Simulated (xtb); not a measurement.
Harmonic IR lines of one isomer of C₃H₅N, unscaled. These are GFN2-xTB in xtb values and carry that method's errors.

```csv
wavenumber (cm⁻¹),relative intensity
264,7.0
431,27
563,24
619,30
690,31
956,10
1096,11
1140,4.0
1184,21
1361,23
1481,4.5
2313,100
2889,50
3005,24
3023,13
3420,7.0
```

Say which structure gives these lines.
A) `C1=CNC1`
B) `C#CNC`
C) `C#CCN`
D) `C=C=CN`

B, `C#CNC`
